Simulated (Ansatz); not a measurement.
`[F][GeH2][CH2][GaH2]` at its PBE0-D4/def2-TZVP geometry, where that method's forces vanish. Total charge 0; spin multiplicity 1.

```xyz
10

F    -0.4821   -1.0801    1.2002
Ge    1.1403   -0.5816    0.5374
C     0.4124    0.6519   -0.7254
Ga   -1.5208    0.3133   -0.2241
H     1.8674   -0.0466    1.7775
H     1.7280   -1.9072    0.0374
H     0.6417    0.3733   -1.7535
H     0.7302    1.6760   -0.5318
H    -2.1928    1.3112    0.7800
H    -2.3241   -0.7101   -1.0977
```

(1) What forces (eV/Å) does r2SCAN-D4/def2-TZVPP give on these atoms in Ansatz 0.2.0? (Best estimate.)

## Answers

(1) The calculation gave: 
```
F1  -0.062  0.012 -0.008
Ge2  0.078 -0.012  0.006
C3  -0.039  0.027 -0.026
Ga4 -0.056 -0.039  0.046
H5  -0.034 -0.021 -0.037
H6  -0.028  0.042  0.021
H7   0.007  0.008  0.013
H8   0.005 -0.014 -0.008
H9   0.059 -0.081 -0.077
H10  0.069  0.079  0.071
```
